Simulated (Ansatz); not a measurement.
Cost and result for the atomization energy of `N[Si@H](F)N[Si@H](N)F` (14 atoms, 13 bonds).

Z-matrix (Å, degrees):
```
Si
F 1 1.597
N 1 1.703 2 114.2
N 1 1.713 2 103.6 3 -118.9
H 1 1.482 2 105.8 3 117.4
Si 3 1.722 1 130.6 2 -67.4
H 3 1.011 1 114.3 2 110.1
H 4 1.009 1 118.7 2 -179.7
H 4 1.009 1 118.7 2 -40.1
N 6 1.683 3 107.6 1 -10.0
F 6 1.604 3 106.0 1 -133.4
H 6 1.478 3 114.5 1 113.5
H 10 1.004 6 123.7 3 156.0
H 10 1.009 6 121.7 3 -22.7
```

Total charge 0; spin multiplicity 1. The geometry is a stationary point of PBE0-D4/def2-TZVP. It is one conformer, not always the lowest. Program: Ansatz. All runs use 2 threads of an AMD EPYC 7R13 on a shared host and a share of an NVIDIA H100 80 GB. Times are those of one run each, without the atoms' runs, and a repeat can differ threefold. Electronic energies, without spin–orbit coupling; frozen cores. CCSD(T)/CBS adds CCSD(T) − MP2 in def2-TZVPP to the MP2 limit, and its time is that of the two runs behind it. T1 = 0.011. B3LYP takes the VWN-RPA correlation (the form of Gaussian; ORCA's B3LYP/G).

CCSD(T)/CBS is a level of theory with its own doubt, some kJ/mol a heavy atom from the limit and from the frozen cores, so smaller differences don't rank the functionals.

```json
{"level": "B3LYP-D4/def2-TZVPP (with forces)", "functions": "337", "wall time": "2 s", "atomization (kcal/mol)": "1272.0", "difference from CCSD(T)/CBS": "-3.7", "per bond": "-0.3"}
{"level": "PBE0-D4/def2-TZVPP", "functions": "337", "wall time": "2.2 s", "atomization (kcal/mol)": "1258.2", "difference from CCSD(T)/CBS": "-17.5", "per bond": "-1.3"}
{"level": "PBE-D4/def2-TZVPP (with forces)", "functions": "337", "wall time": "2.3 s", "atomization (kcal/mol)": "1284.3", "difference from CCSD(T)/CBS": "8.6", "per bond": "0.7"}
{"level": "ωB97X-V/def2-TZVPP", "functions": "337", "wall time": "2.6 s", "atomization (kcal/mol)": "1278.5", "difference from CCSD(T)/CBS": "2.8", "per bond": "0.2"}
{"level": "r2SCAN-D4/def2-TZVPP (with forces)", "functions": "337", "wall time": "2.6 s", "atomization (kcal/mol)": "1264.1", "difference from CCSD(T)/CBS": "-11.6", "per bond": "-0.9"}
{"level": "B2PLYP/def2-TZVPP", "functions": "337", "wall time": "2.7 s", "atomization (kcal/mol)": "1257.4", "difference from CCSD(T)/CBS": "-18.3", "per bond": "-1.4"}
{"level": "ωB97M-V/def2-TZVPP (with forces)", "functions": "337", "wall time": "3.5 s", "atomization (kcal/mol)": "1277.7", "difference from CCSD(T)/CBS": "2.0", "per bond": "0.2"}
{"level": "MP2/def2-QZVPP", "functions": "635", "wall time": "4.1 s", "atomization (kcal/mol)": "1284.9", "difference from CCSD(T)/CBS": "9.2", "per bond": "0.7"}
{"level": "CCSD(T)/def2-TZVPP", "functions": "337", "wall time": "7.5 s", "atomization (kcal/mol)": "1231.0", "difference from CCSD(T)/CBS": "-44.7", "per bond": "-3.4"}
{"level": "CCSD(T)/CBS(def2)", "functions": "–", "wall time": "12 s", "atomization (kcal/mol)": "1275.7", "difference from CCSD(T)/CBS": "0.0", "per bond": "0.0"}
```

In def2-TZVPP, CCSD(T) changes the Hartree–Fock value by +337.5 kcal/mol (the triples alone add +18.6 kcal/mol) and MP2 by +364.1 kcal/mol; breaking electron pairs costs correlation energy, which Hartree–Fock lacks. The D4 term adds +14.0 kcal/mol with B3LYP and +7.4 kcal/mol with PBE0; it sums over pairs of atoms, weighted by their polarisabilities, and B3LYP, whose exchange is more repulsive, gets the larger term. From PBE to PBE0 (25 % exact exchange), in def2-TZVPP and without D4, the atomization energy moves by −24.9 kcal/mol: exact exchange takes away binding that semilocal exchange gives to molecules.
